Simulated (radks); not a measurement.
Valence configurations of Kr+ (all share [Ar]). All-electron calculation, scalar-relativistic Kohn-Sham, PBE, spin-polarised, spherical densities, finite nucleus; open shells are filled with parallel spins first; Fermi nuclear charge, rms radius 4.1884 fm. Program: a radial shooting solver on a logarithmic mesh with Libxc functionals. Energies are relative to 3d10 4s2 4p5; eigenvalues in eV for spin up.

valence,E (eV),moment (Bohr magnetons),e(3d),e(4p),e(4s)
3d10 4s2 4p5,0.000,1,-93.341,-19.954,-34.398
3d10 4s1.5 4p5.5,7.219,1,-94.139,-20.290,-34.848
3d10 4s1 4p6,14.455,1,-94.931,-20.625,-35.294
3d9.5 4s2 4p5.5,38.357,1,-100.51,-20.713,-35.616
3d9 4s2 4p6,79.357,1,-107.79,-21.463,-36.807

NIST lists [Ar] 3d10 4s2 4p5 as the ground configuration; this level of theory agrees among the configurations tried. The energies are those of spherical high-spin densities, not of single terms.
